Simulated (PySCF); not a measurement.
A geometry optimisation, step by step.

Compound: [MoO4]2- (charge -2 and singlet state).
Bonds: Mo1–O2, Mo1–O3, Mo1–O4, Mo1–O5.
The ion is multiply charged and has no counter-ions or solvent; whether it holds all its electrons wasn't checked.

Method: PySCF, PBE0-D3(BJ)/def2-SVP geometry optimisation, gas phase, def2 core potentials past Kr; density fitting, grid level 1; the optimiser is geomeTRIC in internal coordinates, started from a GFN2-xTB structure with every atom displaced at random (about 0.03 Å). The frame can shift and turn from step to step; on so coarse a grid that alone can change the energy by a few meV, and forces under 0.02 eV/Å are noise.

Step 0: E = -10029.8087 eV, largest atomic force 10.645 eV/Å
```
atom  x, y, z in Å  |  force x, y, z in eV/Å
Mo1     0.060   -0.077    0.013   -7.970   2.827  -0.084
O2     -0.007   -0.031    1.694    0.388  -0.280   5.322
O3      1.538    0.003   -0.603   10.056  -0.154  -3.487
O4     -0.708    1.399   -0.558   -0.758   1.050  -0.403
O5     -0.809   -1.405   -0.608   -1.717  -3.443  -1.347
```

Step 1: E = -10030.9732 eV, largest atomic force 0.979 eV/Å
```
atom  x, y, z in Å  |  force x, y, z in eV/Å
Mo1     0.013   -0.028   -0.008   -0.524   0.274  -0.044
O2      0.014   -0.050    1.775    0.037  -0.016  -0.753
O3      1.671   -0.034   -0.615   -0.182  -0.074   0.164
O4     -0.780    1.468   -0.585    0.320  -0.864   0.330
O5     -0.842   -1.467   -0.629    0.348   0.680   0.303
```

Step 2: E = -10031.0011 eV, largest atomic force 0.472 eV/Å
```
atom  x, y, z in Å  |  force x, y, z in eV/Å
Mo1     0.010   -0.018   -0.015    0.285  -0.329   0.181
O2      0.021   -0.048    1.754   -0.021   0.039  -0.085
O3      1.676   -0.043   -0.606   -0.077   0.029   0.006
O4     -0.791    1.444   -0.578   -0.151   0.216  -0.092
O5     -0.840   -1.444   -0.617   -0.036   0.045  -0.010
```

Step 3: E = -10031.0030 eV, largest atomic force 0.033 eV/Å
```
atom  x, y, z in Å  |  force x, y, z in eV/Å
Mo1     0.015   -0.022   -0.013    0.017   0.026  -0.010
O2      0.023   -0.044    1.753    0.007   0.002  -0.003
O3      1.677   -0.043   -0.609   -0.029   0.000   0.007
O4     -0.797    1.441   -0.579    0.009  -0.017   0.004
O5     -0.844   -1.443   -0.615   -0.004  -0.011   0.002
```

Step 4: E = -10031.0031 eV, largest atomic force under 0.02 eV/Å
```
atom  x, y, z in Å  |  force x, y, z in eV/Å
Mo1     0.015   -0.022   -0.013    0.003   0.006  -0.007
O2      0.027   -0.041    1.753    0.005   0.003   0.001
O3      1.675   -0.043   -0.612   -0.010   0.000  -0.001
O4     -0.798    1.440   -0.580    0.002  -0.006   0.001
O5     -0.845   -1.444   -0.611    0.000  -0.002   0.005
```

**Question.** Summarise the path.

**Answer.** The energy falls by 27.54 kcal/mol from step 0 to step 4; nine tenths of that is first reached at step 1. It falls at every step. The largest force goes from 10.645 to under 0.02 eV/Å. Among the bonds Mo1–O3 changes most, from 1.603 to 1.766 Å; the atoms move by 0.094 Å rms after alignment.

**Question.** Follow the three bonds and two angles with the largest change from start to end.

**Answer.** 
| step | E above end (kcal/mol) | largest force (eV/Å) | Mo1–O3 (Å) | Mo1–O2 (Å) | Mo1–O5 (Å) | O3–Mo1–O4 (°) | O2–Mo1–O3 (°) |
| --- | --- | --- | --- | --- | --- | --- | --- |
| 0 | 27.54 | 10.645 | 1.603 | 1.683 | 1.705 | 103.7 | 114.8 |
| 1 | 0.69 | 0.979 | 1.765 | 1.783 | 1.785 | 107.9 | 110.1 |
| 2 | 0.05 | 0.472 | 1.768 | 1.769 | 1.767 | 109.5 | 109.2 |
| 3 | 0.00 | 0.033 | 1.766 | 1.766 | 1.766 | 109.5 | 109.4 |
| 4 | 0.00 | under 0.02 | 1.766 | 1.766 | 1.766 | 109.5 | 109.4 |

The cost below is that of the whole optimisation. Time: 22 s; peak memory 0.34 GiB. Hardware: one thread of an AMD EPYC 7R43, no GPU, shared host with 256 logical CPUs at a one-minute load of 133.
